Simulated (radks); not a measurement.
Yb4+, configuration [Xe] 4f12. Method: scalar-relativistic Kohn-Sham, PBE, spin-polarised, spherical densities, finite nucleus; open shells are filled with parallel spins first (spin-orbit coupling, left out, can overturn this in heavy ions); Fermi nuclear charge, rms radius 5.3108 fm; computed with a radial shooting solver on a logarithmic mesh with Libxc functionals.

Normalised radial functions P(r) = r R(r), r in bohr:

r,5p up,4f down
0.00165,0.0032,0.0000
0.002165,0.0051,0.0000
0.002865,0.0081,0.0000
0.003761,0.0128,0.0000
0.004976,0.0203,0.0000
0.006531,0.0314,0.0000
0.008642,0.0486,0.0000
0.01134,0.0728,0.0001
0.01501,0.1068,0.0003
0.0197,0.1486,0.0007
0.02607,0.1959,0.0018
0.03449,0.2347,0.0049
0.04527,0.2415,0.0120
0.0599,0.1858,0.0292
0.07862,0.0500,0.0654
0.104,-0.1528,0.1397
0.1365,-0.3201,0.2686
0.1807,-0.3145,0.4752
0.2371,-0.0561,0.7361
0.3138,0.3375,1.0073
0.4118,0.5204,1.1808
0.5449,0.2522,1.1860
0.7153,-0.3314,1.0255
0.9464,-0.8616,0.7654
1.252,-1.0010,0.4945
1.644,-0.7648,0.2751
2.175,-0.3928,0.1214
2.854,-0.1354,0.0417
3.777,-0.0261,0.0092

5p up: eigenvalue -73.902 eV, 3 radial nodes at r = 0.0847, 0.247, 0.618 bohr, <r> = 1.34 bohr, 90 % of the charge inside 1.94 bohr. 4f down: eigenvalue -56.237 eV, 0 radial nodes, <r> = 0.700 bohr, 90 % of the charge inside 1.18 bohr.
